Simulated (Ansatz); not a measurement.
Ansatz (an electronic-structure program) input (B3LYP-D3(BJ)/def2-TZVP):

Ansatz 0.2 input:
```yaml
crystal:
  periodic: [false, false, false]
  atoms:
    - {symbol: C, position_ang: [-2.14877118, -0.29392109, -0.96501545]}
    - {symbol: C, position_ang: [-1.21722468, -0.28845798, 0.25078455]}
    - {symbol: C, position_ang: [-0.60005606, 1.08942921, 0.54340254]}
    - {symbol: C, position_ang: [0.75185672, 0.77597077, 1.18621379]}
    - {symbol: C, position_ang: [1.23237266, -0.49429941, 0.46702728]}
    - {symbol: C, position_ang: [2.09034917, -0.16520114, -0.76993286]}
    - {symbol: C, position_ang: [-0.03376020, -1.16688561, 0.09612715]}
    - {symbol: H, position_ang: [-2.54910359, -1.29106448, -1.13145287]}
    - {symbol: H, position_ang: [-1.60632715, 0.01228890, -1.85664724]}
    - {symbol: H, position_ang: [-2.97876469, 0.39185016, -0.80948265]}
    - {symbol: H, position_ang: [-1.81514457, -0.61061969, 1.12041230]}
    - {symbol: H, position_ang: [-1.23127819, 1.70251344, 1.18536883]}
    - {symbol: H, position_ang: [-0.45145290, 1.62394738, -0.39622357]}
    - {symbol: H, position_ang: [0.61386044, 0.56369271, 2.24783621]}
    - {symbol: H, position_ang: [1.45772919, 1.60011634, 1.09036355]}
    - {symbol: H, position_ang: [1.84765268, -1.12077595, 1.12657333]}
    - {symbol: H, position_ang: [3.01094277, 0.33084424, -0.47000866]}
    - {symbol: H, position_ang: [1.54357065, 0.48760308, -1.44507829]}
    - {symbol: H, position_ang: [2.34452193, -1.07818347, -1.30303099]}
    - {symbol: H, position_ang: [-0.08180478, -2.15479760, -0.32061055]}
basis:
  gaussian:
    orbitals: def2-TZVP
hamiltonian:
  xc: b3lyp
  dispersion: d3bj
magnetization: {spin_polarized: true, initial_magnetization: 1}
relax: {f_tol: 0.002, max_steps: 150}
```

End of the output:

```
Atom 6 at    -0.023701    -1.149081     0.009381 Å, force     0.000218    -0.000023    -0.000080 eV/Å
Atom 7 at    -2.636786    -1.308829    -1.078926 Å, force    -0.000125     0.000022     0.000012 eV/Å
Atom 8 at    -1.778560     0.028312    -1.850400 Å, force     0.000044     0.000006     0.000005 eV/Å
Atom 9 at    -3.084262     0.356741    -0.702050 Å, force    -0.000066    -0.000079    -0.000057 eV/Å
Atom 10 at    -1.749279    -0.612998     1.136462 Å, force    -0.000243    -0.000008    -0.000181 eV/Å
Atom 11 at    -1.242575     1.737082     1.108231 Å, force    -0.000091    -0.000036     0.000048 eV/Å
Atom 12 at    -0.434889     1.611840    -0.450628 Å, force     0.000068    -0.000023    -0.000095 eV/Å
Atom 13 at     0.579433     0.557775     2.229789 Å, force     0.000044     0.000002    -0.000038 eV/Å
Atom 14 at     1.454466     1.603646     1.116544 Å, force     0.000076    -0.000066     0.000083 eV/Å
Atom 15 at     1.807887    -1.132840     1.137895 Å, force     0.000077    -0.000068     0.000017 eV/Å
Atom 16 at     3.107520     0.290651    -0.375858 Å, force    -0.000031     0.000031    -0.000079 eV/Å
Atom 17 at     1.704296     0.522623    -1.430391 Å, force     0.000003     0.000082     0.000071 eV/Å
Atom 18 at     2.441230    -1.072845    -1.284759 Å, force    -0.000050    -0.000001     0.000102 eV/Å
Atom 19 at    -0.069457    -2.145971    -0.410025 Å, force    -0.000140     0.000204     0.000056 eV/Å
Dipole moment:    -0.001493     0.010176     0.040162 e Å
```

It need not be the lowest isomer of its formula.
